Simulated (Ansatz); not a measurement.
Geometry optimisation, RKS B3LYP-D4/def2-SVP (Ansatz 0.2.0).

The input (input.yaml):

```yaml
crystal:
  periodic: [false, false, false]
  atoms:
    - { symbol: W, position_ang: [0.305297, 0.281547, -0.307837] }
    - { symbol: Cl, position_ang: [-0.187204, -0.400695, 3.200323] }
    - { symbol: F, position_ang: [1.920492, 0.030721, -1.214007] }
    - { symbol: F, position_ang: [0.090014, 1.912027, -1.183507] }
    - { symbol: F, position_ang: [-1.291184, 0.59959, 0.55863] }
    - { symbol: F, position_ang: [0.424589, -1.430059, 0.385428] }
    - { symbol: F, position_ang: [-0.508627, -0.485595, -1.791697] }
    - { symbol: O, position_ang: [1.368447, 1.096194, 1.049936] }
    - { symbol: H, position_ang: [2.320969, 1.268495, 1.110076] }
    - { symbol: H, position_ang: [0.271007, 0.824175, 2.949654] }
basis:
  gaussian: { orbitals: def2-SVP }
hamiltonian:
  xc: b3lyp
  dispersion: d4
relax:
  f_tol: 0.03
  max_steps: 50
```

Command:

```bash
$ ansatz run input.yaml --threads 4 --pin off --max-ram 5120MiB --backend cpu --events-out ev --progress --plain --runs-dir out
```

Problem. Where does it end, and by what steps?

Solution. The forces met the threshold. After 31 steps the energy has fallen by 0.483 eV; Cl2 moved furthest, 1.42 Å.

```
step  energy less start (eV)  largest force component (eV/Å)  accepted
   0                  0.0000                           1.091       yes
   2                 -0.1542                           0.378       yes
   4                 -0.1735                           0.255       yes
   6                 -0.1840                           0.117       yes
   8                 -0.1884                           0.096       yes
  10                 -0.1975                           0.265       yes
  12                 -0.2071                           0.881        no
  14                 -0.2575                           0.441       yes
  16                 -0.2845                           0.585       yes
  18                 -0.3432                           1.071       yes
  20                 -0.3916                           0.375       yes
  22                 -0.4483                           0.632       yes
  24                 -0.4713                           0.249       yes
  26                 -0.4758                           0.159       yes
  28                 -0.4819                           0.058       yes
  30                 -0.4828                           0.074       yes
  31                 -0.4830                           0.021       yes
```

```xyz
10
Properties=species:S:1:pos:R:3
W 0.525 0.222 -0.500
Cl 0.337 0.840 3.641
F 1.836 0.196 -1.805
F 0.188 2.007 -0.903
F -0.856 0.237 0.800
F 0.765 -1.606 -0.249
F -0.840 -0.215 -1.691
O 1.659 0.648 0.877
H 1.662 0.798 1.848
H -0.561 0.569 2.739
```

Whether the end is a true minimum wasn't checked by a vibrational analysis.

Time of the run: 3.2 min on 4 threads of Arm Neoverse N1, on a shared host, peak memory 0.47 GiB.
